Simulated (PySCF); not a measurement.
Bonds (- single, = double, # triple, : aromatic): C1#C2, C2-C3, C3-C4, C4=O5, C4-Si6, Si6-C7, C7-Si8, C7-C3. C1 carries H9; C3 carries H10; Si6 carries H11, H12; C7 carries H13; Si8 carries H14, H15, H16. Stereochemistry as in C#C[C@@H]1C(=O)[SiH2][C@@H]1[SiH3]. H12 is cis to C2 on the ring; H11 is trans to C2 on the ring.

- GFN2-xTB geometry
- σ from GIAO-PBE0/pcSseg-1
- program: PySCF
- one averaged value for each set of equivalent atoms, no solvent model, non-relativistic, a single conformation

References, each an isolated molecule treated in the same way: $^{13}$C and $^{1}$H and $^{29}$Si against TMS; $^{17}$O vs H2O.

```
      atoms    nucleus  count  Hirshfeld charge  δ (ppm)
        Si6  $^{29}$Si      1              0.34     -9.7
         C3   $^{13}$C      1             -0.03        ?
         C2   $^{13}$C      1             -0.03     82.9
        H10    $^{1}$H      1              0.06        ?
         H9    $^{1}$H      1              0.10     2.20
         O5   $^{17}$O      1             -0.21    825.9
        H13    $^{1}$H      1              0.04     1.33
H14/H15/H16    $^{1}$H      3             -0.08        ?
         C7   $^{13}$C      1             -0.19      1.6
        H12    $^{1}$H      1             -0.06     5.35
        H11    $^{1}$H      1             -0.06     5.32
         C4   $^{13}$C      1              0.09        ?
         C1   $^{13}$C      1             -0.10     87.1
        Si8  $^{29}$Si      1              0.29    -71.8
```

Complete the table.

Answers


- C4: 232.9 ppm, carbonyl carbon
- C3: 60.7 ppm, sp3 CH α to a carbonyl
- H14/H15/H16: 4.24 ppm, hydrogen on a silicon bonded to C
- H10: 4.07 ppm, hydrogen on an sp3 CH α to a carbonyl

Shifts are as computed. Against solution values, carbons near 30 ppm lie about +3 ppm off and those near 130 ppm about +5 ppm. Of 1211 compounds with measured shifts, 218 miss one by over three times the rms of a fit or turn the order of signals round; such compounds aren't used in these exercises. Unscaled 17O shifts of doubly bonded oxygen tend to come out too high, by tens of ppm or more. Experimental scales use liquid or dissolved standards, which lie at an offset from isolated H2O (liquid H2O: subtract about 36 ppm).
